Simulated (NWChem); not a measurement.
# MgHOF; SMILES [OH][Mg][F]

```xyz
4

Mg     0.1412    -0.2608     0.0000
F     -0.3352    -1.9546     0.0000
O      0.6156     1.4262     0.0000
H      0.8732     2.3410     0.0000
```
Atoms are numbered in this order, from 1.

Results from NWChem. Pople sets run with spherical d functions. The geometry was optimised at PBE0/def2-SVP. B3LYP is NWChem's, with the RPA form of VWN correlation. GIAO values for the isolated, static molecule; σ is the absolute isotropic shielding, δ = σ(reference) − σ with the isolated reference molecule computed at the same levels (19F: trichlorofluoromethane, 1H: tetramethylsilane, 17O: water).

```
level                σ Mg1 (ppm)  δ F2 (ppm)  δ O3 (ppm)  δ H4 (ppm)
-------------------  -----------  ----------  ----------  ----------
B3LYP/6-311G**             551.1      -244.1       -42.3       -0.28
Hartree-Fock/6-31G*          [?]         [?]         [?]         [?]
BHandHLYP/pcSseg-1         553.0      -251.5       -69.3        0.01
KT2/pcSseg-1               545.7      -299.3       -72.6       -0.71
B3LYP/6-31G*               576.2      -213.2       -38.5       -0.44
```

Q: What belongs in the gaps?

A: 
- Hartree-Fock/6-31G*, σ Mg1 (ppm): 599.0
- Hartree-Fock/6-31G*, δ F2 (ppm): -153.3
- Hartree-Fock/6-31G*, δ O3 (ppm): -37.2
- Hartree-Fock/6-31G*, δ H4 (ppm): 0.27
